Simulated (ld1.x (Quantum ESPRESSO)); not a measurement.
**Sn, ultrasoft: configuration errors across variants**

tin (Sn), ultrasoft, made with ld1.x (Quantum ESPRESSO) 7.5 (Wu–Cohen, scalar-relativistic). Core [Kr] 4d10, reference 5s2 5p2. Waves: 5s (bound): rcut 1.85, rcutus 2.20 bohr; 5s channel at 0.85 Ry: rcut 1.85, rcutus 2.20 bohr; 5p (bound): rcut 1.65, rcutus 2.00 bohr; 5p channel at 0.15 Ry: rcut 1.65, rcutus 2.00 bohr; 5d channel at 0.05 Ry: rcut 1.85, rcutus 2.30 bohr; 5d channel at 0.65 Ry: rcut 1.85, rcutus 2.30 bohr. Local part: all-electron potential smoothed inside 1.55 bohr (lloc = -1). Core correction: Bessel-smoothed model core inside 1.95 bohr. Augmentation charge: PSQ, inside the norm-conserving radii.

All-electron excitation energies from the reference (eV): (1) 5s2 5p1 6.904; (2) 5s2 5p0 20.889; (3) 5s1 5p0 51.934; (4) 5s1 5p3 7.023.

5 further variants failed, have other tests or another functional or relativity, and are left out.

A true bound ghost makes a file unfit for plane-wave use even where its test errors are small: the radial tests pick states by their node count and pass the ghost by.

Errors AE − PS in meV (a dash: test not solved or not reliable):

| change | (1) | (2) | (3) | (4) | bound ghosts |
| --- | --- | --- | --- | --- | --- |
| base | -13 | -104 | -482 | -15 | s, p, d |
| local potential all-electron potential smoothed inside 1.60 bohr (lloc = -1) | -13 | -104 | -482 | -15 | s, p, d |
| waves 5d channel at 0.05 Ry: rcut 1.85, rcutus 3.16 bohr; 5d channel at 0.65 Ry: rcut 1.85, rcutus 3.16 bohr | -13 | -104 | -482 | -15 | s, p |
| wave 5p channel at 0.15 Ry: rcut 1.65, rcutus 2.00 bohr becomes 5p channel at 0.98 Ry: rcut 1.65, rcutus 2.00 bohr | -13 | -104 | -482 | -15 | s, d, p |
| augmentation PSQ, radius 1.80 bohr | -13 | -101 | -486 | -14 | s, p, d |
| waves 5s (bound): rcut 1.85, rcutus 2.28 bohr; 5s channel at 0.85 Ry: rcut 1.85, rcutus 2.28 bohr | -13 | -105 | -479 | -15 | s, p, d |
| local potential all-electron potential smoothed inside 1.18 bohr (lloc = -1) | -13 | -104 | -482 | -15 | s, p, d |

Give the same row for: core correction Bessel-smoothed model core inside 2.14 bohr.

-13, -102, -482, -14; bound ghosts: s, p, d.
